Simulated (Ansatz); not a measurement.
`[F][Ge]([F])([F])[Cl]` and `[F][Ge]([F])([F])[I]` differ in one atom or group.

Ansatz, PBE0-D4/def2-TZVP geometries, multiplicity 1. 

Elements past krypton have def2 core potentials. Scalar relativity is left out up to krypton.

```tsv
property	`[F][Ge]([F])([F])[Cl]`
zero-point energy (PBE0-D4/def2-TZVP) / kJ/mol	23.2
size of the dipole moment (PBE/def2-TZVPP) / D	1.15
HOMO–LUMO gap (PBE0/def2-TZVPP) / eV	8.89
HOMO–LUMO gap (PBE/def2-TZVPP) / eV	6.23
HOMO–LUMO gap (ωB97M-V/def2-TZVPP) / eV	13.39
ideal-gas entropy at 298 K and 1 bar (rigid rotor, harmonic PBE0-D4/def2-TZVP) / J/(mol·K)	326
```

(1) What does the change do to each property? (Best estimate.)

## Answers

(1) Computed: 
```json
{"property": "zero-point energy (PBE0-D4/def2-TZVP) / kJ/mol", "`[F][Ge]([F])([F])[I]`": "21.1", "shift": "-2.1"}
{"property": "size of the dipole moment (PBE/def2-TZVPP) / D", "`[F][Ge]([F])([F])[I]`": "2.36", "shift": "1.21"}
{"property": "HOMO–LUMO gap (PBE0/def2-TZVPP) / eV", "`[F][Ge]([F])([F])[I]`": "6.59", "shift": "-2.30"}
{"property": "HOMO–LUMO gap (PBE/def2-TZVPP) / eV", "`[F][Ge]([F])([F])[I]`": "4.43", "shift": "-1.80"}
{"property": "HOMO–LUMO gap (ωB97M-V/def2-TZVPP) / eV", "`[F][Ge]([F])([F])[I]`": "10.78", "shift": "-2.61"}
{"property": "ideal-gas entropy at 298 K and 1 bar (rigid rotor, harmonic PBE0-D4/def2-TZVP) / J/(mol·K)", "`[F][Ge]([F])([F])[I]`": "347", "shift": "21"}
```

With PBE0 the HOMO rises by 1.71 eV and the LUMO falls by 0.58 eV, so the gap narrows by about 2.29 eV. PBE moves the HOMO by 1.38 eV and ωB97M-V by 1.86 eV. Dipoles are sizes alone; their direction can turn.

Spin–orbit coupling is left out; it splits and shifts lone-pair levels of the heavy atoms by tenths of an eV.
